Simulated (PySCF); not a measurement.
CH₄Cl₃NSi (SMILES CN[Si](Cl)(Cl)Cl), singlet, at a GFN2-xTB geometry; PySCF with PBE0/6-31G, polarisability by finite fields.

PySCF was given this input:
```python
from pyscf import gto, scf, dft

mol = gto.Mole()
mol.atom = '''
    C     2.70506864   -0.21017581   -0.25749965
    N     1.40614668   -0.08060428   -0.89104264
    Si   -0.09830331    0.02247142   -0.08435290
    Cl   -1.50077562   -0.10411335   -1.52363654
    Cl   -0.20247406   -1.51591814    1.20974602
    Cl   -0.37298402    1.73718519    0.96503879
    H     2.59010645   -0.73153881    0.68915831
    H     3.36723295   -0.79140825   -0.89882120
    H     3.16274793    0.76385348   -0.06544041
    H     1.47869360    0.27816572   -1.83118071
'''
mol.basis = '6-31g'
mol.verbose = 4
mol.build()

mf = dft.RKS(mol)
mf.xc = 'pbe0'
mf.conv_tol = 1e-11
mf.kernel()
h0, z, done = mf.get_hcore(), mol.intor('int1e_r')[2], []
def energy(F):
    f = mf.copy()
    f.scf_summary = {}
    f.get_hcore = lambda *a: h0 + F * z
    e = f.kernel(mf.make_rdm1())
    done.append(f.converged)
    return e
F = 0.005
alpha = -(energy(F) + energy(-F) - 2 * mf.e_tot) / F**2
print('alpha_zz =', alpha)
```

Problem. Predict the main parts of the log of this PySCF run.

Solution. 
```
PySCF version 2.14.0

[INPUT] verbose = 4
[INPUT] num. atoms = 10
[INPUT] num. electrons = 82
[INPUT] charge = 0
[INPUT] spin (= nelec alpha-beta = 2S) = 0
[INPUT] symmetry False subgroup None
[INPUT] Mole.unit = angstrom
[INPUT] Symbol           X                Y                Z      unit          X                Y                Z       unit  Magmom
[...]
nuclear repulsion = 549.254286106912
number of shells = 46
number of NR pGTOs = 244
number of NR cGTOs = 78
basis = 6-31g
ecp = {}

******** <class 'pyscf.dft.rks.RKS'> ********
method = RKS
initial guess = minao
damping factor = 0
level_shift factor = 0
DIIS = <class 'pyscf.scf.diis.CDIIS'>
diis_start_cycle = 1
diis_space = 8
diis_damp = 0
SCF conv_tol = 1e-11
SCF conv_tol_grad = None
SCF max_cycles = 50
direct_scf = True
direct_scf_tol = 1e-13
XC library pyscf.dft.libxc version 7.1.2
    S. Lehtola, C. Steigemann, M. J. T. Oliveira, and M. A. L. Marques,  SoftwareX 7, 1–5 (2018)
XC functionals = pbe0
    C. Adamo and V. Barone,  J. Chem. Phys. 110, 6158 (1999)
    M. Ernzerhof and G. E. Scuseria,  J. Chem. Phys. 110, 5029 (1999)
radial grids:
    Treutler-Ahlrichs [JCP 102, 346 (1995); DOI:10.1063/1.469408] (M4) radial grids

becke partition: Becke, JCP 88, 2547 (1988); DOI:10.1063/1.454033
pruning grids: <function nwchem_prune>
grids dens level: 3
symmetrized grids: False
atomic radii adjust function: <function treutler_atomic_radii_adjust>
small_rho_cutoff = 0
Set gradient conv threshold to 3.16228e-06
Initial guess from minao.
tot grids = 143072
init E= -1765.46917122423
[...]
cycle= 1 E= -1764.52294877363  delta_E= 0.946  |g|= 0.512  |ddm|= 3.19
[...]
cycle= 2 E= -1764.51935718619  delta_E= 0.00359  |g|= 0.563  |ddm|= 1.86
[...]
cycle= 3 E= -1764.61438658377  delta_E= -0.095  |g|= 0.057  |ddm|= 0.92
[...]
cycle= 4 E= -1764.61513573232  delta_E= -0.000749  |g|= 0.0183  |ddm|= 0.0979
[...]
cycle= 5 E= -1764.61521798136  delta_E= -8.22e-05  |g|= 0.00108  |ddm|= 0.0205
[...]
cycle= 6 E= -1764.61521835233  delta_E= -3.71e-07  |g|= 0.000511  |ddm|= 0.00248
[...]
cycle= 7 E= -1764.61521842029  delta_E= -6.8e-08  |g|= 9.44e-05  |ddm|= 0.000596
[...]
cycle= 8 E= -1764.61521842302  delta_E= -2.73e-09  |g|= 9.56e-06  |ddm|= 0.000152
[...]
cycle= 9 E= -1764.61521842303  delta_E= -1.64e-11  |g|= 2.81e-06  |ddm|= 2.37e-05
[...]
cycle= 10 E= -1764.61521842304  delta_E= -1e-11  |g|= 7.32e-07  |ddm|= 5.91e-06
[...]
cycle= 11 E= -1764.61521842304  delta_E= 9.09e-13  |g|= 2.18e-07  |ddm|= 1.76e-06
[...]
[...]
converged SCF energy = -1764.61521842304
[...]
[...]
cycle= 6 E= -1764.61356811541  delta_E= -1.36e-09  |g|= 1.64e-05  |ddm|= 0.000145
[...]
cycle= 7 E= -1764.61356811548  delta_E= -7.55e-11  |g|= 5.29e-06  |ddm|= 3.28e-05
[...]
cycle= 8 E= -1764.6135681155  delta_E= -1.64e-11  |g|= 1.24e-06  |ddm|= 9.3e-06
[...]
cycle= 9 E= -1764.6135681155  delta_E= 3.64e-12  |g|= 9.43e-08  |ddm|= 2.42e-06
[...]
Extra cycle  E= -1764.61356811549  delta_E= 2.73e-12  |g|= 8.8e-08  |ddm|= 3.82e-07
converged SCF energy = -1764.61356811549

******** <class 'pyscf.dft.rks.RKS'> ********
method = RKS
initial guess = minao
damping factor = 0
level_shift factor = 0
DIIS = <class 'pyscf.scf.diis.CDIIS'>
diis_start_cycle = 1
diis_space = 8
diis_damp = 0
SCF conv_tol = 1e-11
SCF conv_tol_grad = None
SCF max_cycles = 50
direct_scf = True
direct_scf_tol = 1e-13
XC library pyscf.dft.libxc version 7.1.2
    S. Lehtola, C. Steigemann, M. J. T. Oliveira, and M. A. L. Marques,  SoftwareX 7, 1–5 (2018)
XC functionals = pbe0
    C. Adamo and V. Barone,  J. Chem. Phys. 110, 6158 (1999)
    M. Ernzerhof and G. E. Scuseria,  J. Chem. Phys. 110, 5029 (1999)
radial grids:
    Treutler-Ahlrichs [JCP 102, 346 (1995); DOI:10.1063/1.469408] (M4) radial grids

becke partition: Becke, JCP 88, 2547 (1988); DOI:10.1063/1.454033
pruning grids: <function nwchem_prune>
grids dens level: 3
symmetrized grids: False
atomic radii adjust function: <function treutler_atomic_radii_adjust>
small_rho_cutoff = 0
Set gradient conv threshold to 3.16228e-06
init E= -1764.61761050013
[...]
cycle= 1 E= -1764.6181683642  delta_E= -0.000558  |g|= 0.0222  |ddm|= 0.191
[...]
cycle= 2 E= -1764.61814131713  delta_E= 2.7e-05  |g|= 0.0261  |ddm|= 0.0874
[...]
cycle= 3 E= -1764.61834867171  delta_E= -0.000207  |g|= 0.00331  |ddm|= 0.041
[...]
cycle= 4 E= -1764.61835100662  delta_E= -2.33e-06  |g|= 0.00113  |ddm|= 0.0048
[...]
cycle= 5 E= -1764.61835132636  delta_E= -3.2e-07  |g|= 6.76e-05  |ddm|= 0.00157
[...]
cycle= 6 E= -1764.61835132787  delta_E= -1.51e-09  |g|= 2.26e-05  |ddm|= 0.00016
[...]
cycle= 7 E= -1764.61835132802  delta_E= -1.5e-10  |g|= 4.92e-06  |ddm|= 4.26e-05
[...]
cycle= 8 E= -1764.61835132803  delta_E= -1e-11  |g|= 1.23e-06  |ddm|= 1.12e-05
[...]
cycle= 9 E= -1764.61835132803  delta_E= 1.36e-12  |g|= 2.01e-07  |ddm|= 2.43e-06
[...]
Extra cycle  E= -1764.61835132803  delta_E= -4.55e-13  |g|= 1.99e-07  |ddm|= 7.19e-07
converged SCF energy = -1764.61835132803
alpha_zz = 59.30389774221112
```
